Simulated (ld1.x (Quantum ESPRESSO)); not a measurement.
**Scattering properties, RRKJ potential for Cs (Z = 55)**

```json
{
 "Element": "caesium",
 "Generator": "ld1.x (Quantum ESPRESSO) 7.5",
 "Type": "norm-conserving RRKJ (Kleinman–Bylander form)",
 "Functional": "LDA (PZ)",
 "Relativity": "scalar-relativistic",
 "Frozen core": "[Kr] 4d10",
 "Valence charge": "9",
 "Reference configuration": "5s2 5p6 5d0 6s0.5 6p0.5",
 "Partial waves": "5s (bound): rc 2.40 bohr; 5p (bound): rc 2.65 bohr; 5d (bound, empty): rc 4.20 bohr",
 "Local potential": "all-electron potential smoothed inside 2.70 bohr (lloc = -1)",
 "Core correction": "none",
 "rho0": "0.02"
}
```

Occupied shells without a wave of their own: 6p, 6s. They enter only through the test configuration that unscreens the potential.

The phase is arctan(r·u′/u) with u = r·R(r), unwrapped; energies in Ry, scanned from -4 to 5 Ry. A pole is an energy at which the radial function vanishes at the test radius. The pseudo phase is shifted by a multiple of π to meet the all-electron one at the reference energy, and phase errors are pseudo minus all-electron; the curves can meet again beyond the range given. Levels narrower than the energy grid can be missing from the lists of poles. n/a: not evaluated, since a narrow level or a reset projector energy made the automatic matching unsafe.

Question: For each channel, where are the poles, and over which energies does the pseudopotential scatter like the atom?

Answer:

```json
{"channel": "s", "radius (bohr)": "4.53", "reference energy (Ry)": "-2.03", "poles, all-electron": "0.64, 3.78", "poles, pseudo": "0.70, 4.11", "unbroken range about the reference energy with phases within 0.05 rad": "n/a", "phase error 1 Ry above the reference energy (rad)": "n/a"}
{"channel": "p", "radius (bohr)": "4.53", "reference energy (Ry)": "-1.05", "poles, all-electron": "-1.02, 1.23, 4.53", "poles, pseudo": "-1.02, 1.27, 4.73", "unbroken range about the reference energy with phases within 0.05 rad": "below 2.3", "phase error 1 Ry above the reference energy (rad)": "+0.009"}
{"channel": "d", "radius (bohr)": "4.53", "reference energy (Ry)": "-0.06", "poles, all-electron": "0.26, 2.40", "poles, pseudo": "0.26, 2.65", "unbroken range about the reference energy with phases within 0.05 rad": "below 0.9", "phase error 1 Ry above the reference energy (rad)": "+0.070"}
```

Phases in the p channel:

```
E (Ry)  all-electron  pseudo
 -4.00         1.456   1.456
 -3.76         1.452   1.452
 -3.52         1.448   1.448
 -3.28         1.443   1.443
 -3.04         1.438   1.438
 -2.80         1.431   1.431
 -2.56         1.424   1.424
 -2.32         1.415   1.415
 -2.08         1.404   1.404
 -1.84         1.390   1.390
 -1.60         1.370   1.370
 -1.36         1.335   1.335
 -1.12         1.119   1.119
 -0.88        -1.754  -1.754
 -0.64        -1.832  -1.832
 -0.40        -1.917  -1.916
 -0.16        -2.079  -2.075
  0.08        -2.571  -2.548
  0.32        -3.859  -3.819
  0.56        -4.405  -4.389
  0.80        -4.579  -4.569
  1.04        -4.665  -4.657
  1.28        -4.723  -4.714
  1.52        -4.770  -4.760
  1.76        -4.819  -4.805
  2.00        -4.881  -4.859
  2.24        -4.983  -4.938
  2.48        -5.235  -5.099
  2.72        -6.319  -5.649
  2.96        -7.371  -7.072
  3.20        -7.613  -7.525
  3.44        -7.708  -7.665
  3.68        -7.761  -7.733
  3.92        -7.796  -7.775
  4.16        -7.822  -7.804
  4.40        -7.843  -7.827
  4.64        -7.862  -7.847
  4.88        -7.881  -7.865
```
